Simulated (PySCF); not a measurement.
# Dipole response of I³⁺ (iodine, charge +3)

[Kr] 4d10 5s2 5p2, high-spin 3P determinant. All numbers are calculated (PySCF 2.14, the spin-free X2C one-electron Hamiltonian (Gaussian nucleus), in ANO-RCC-VTZP). Coupled (time-dependent) response in atomic units; α is the mean over directions. The basis has no added diffuse functions, which lowers α and C₆.

| method | mean α (bohr³) | α xx, yy, zz | C₆ (like pair) | S(−4) |
| --- | --- | --- | --- | --- |
| UHF | 10.34 | 10.79, 10.11, 10.11 | 59.57 | 25.09 |
| PBE | 9.866 | 10.10, 9.750, 9.750 | 56.44 | 21.33 |
| PBE0 | 9.956 | 10.26, 9.804, 9.804 | 57.00 | 21.98 |
| M06 | 9.965 | 10.08, 9.908, 9.908 | 56.57 | 22.06 |
| PBEsol | 9.823 | 10.07, 9.702, 9.702 | 56.09 | 21.22 |

S(−4) is the Cauchy moment in α(ω) = α(0) + S(−4) ω² + …

Spin-orbit coupling is absent.

α(iu) at UHF:

| u (hartree) | α(iu) (bohr³) |
| --- | --- |
| 0 | 10.34 |
| 0.0500 | 10.28 |
| 0.100 | 10.10 |
| 0.200 | 9.450 |
| 0.300 | 8.573 |
| 0.500 | 6.721 |
| 0.750 | 4.884 |
| 1.00 | 3.663 |
| 1.50 | 2.323 |
| 2.00 | 1.657 |
| 3.00 | 1.010 |
| 5.00 | 0.5054 |

For an ion, C₆ is the dispersion term alone; charge-induced terms of lower order in 1/R come first.

The components differ because the open shell of this determinant is not spherical; for a pure term their mean is the scalar polarisability.
